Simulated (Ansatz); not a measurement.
Ti₂B₂. The state is a quintet with charge 0. Geometry r2SCAN-D4/def2-SVP.

```xyz
4

Ti    1.344    0.422   -0.259
Ti   -0.932    1.056    0.263
B    -0.050   -0.817    0.772
B    -0.362   -0.661   -0.776
```

The 6-31G sets use Cartesian d functions. LC-ωPBE has ω = 0.4 bohr⁻¹. B3LYP takes the VWN-RPA correlation. At HF/6-31G, CAM-B3LYP-D4/def2-TZVP, LC-ωPBE/def2-TZVP the charge 0 quintet is spin-contaminated (final ⟨S²⟩ up to 7.21, 6.00 for a pure state). The structure comes from a short search, and lower isomers may exist.

Question: Estimate the α-spin orbital energies around the gap (eV) in Ansatz with HF/6-31G, revPBE-D4/def2-TZVP, B3LYP-D4/6-31G, CAM-B3LYP-D4/def2-TZVP, LC-ωPBE/def2-TZVP.

Answer: 
```tsv
orbital	HF/6-31G	revPBE-D4/def2-TZVP	B3LYP-D4/6-31G	CAM-B3LYP-D4/def2-TZVP	LC-ωPBE/def2-TZVP
HOMO−9	-49.66	-36.74	-39.65	-41.67	-42.67
HOMO−8	-18.13	-11.71	-13.42	-15.07	-16.54
HOMO−7	-11.72	-6.94	-7.87	-9.42	-10.60
HOMO−6	-11.30	-5.58	-6.30	-7.84	-9.16
HOMO−5	-10.52	-5.40	-6.12	-7.53	-8.70
HOMO−4	-10.21	-5.14	-5.62	-7.06	-8.31
HOMO−3	-7.90	-4.40	-4.95	-6.89	-8.09
HOMO−2	-7.83	-4.22	-4.91	-6.50	-7.75
HOMO−1	-7.27	-3.68	-4.71	-6.46	-7.53
HOMO	-6.57	-3.66	-4.03	-5.56	-6.73
LUMO	-0.05	-2.96	-2.26	-1.25	-0.24
LUMO+1	0.59	-2.65	-2.13	-1.00	0.18
LUMO+2	0.81	-2.39	-1.55	-0.47	0.55
LUMO+3	1.50	-2.38	-1.46	-0.34	0.58
LUMO+4	1.67	-2.30	-1.27	-0.20	0.99
LUMO+5	2.10	-1.80	-1.26	-0.01	1.30
β HOMO	-7.01	-4.48	-5.02	-6.34	-7.40
β LUMO	0.18	-2.96	-2.27	-1.30	-0.14
```
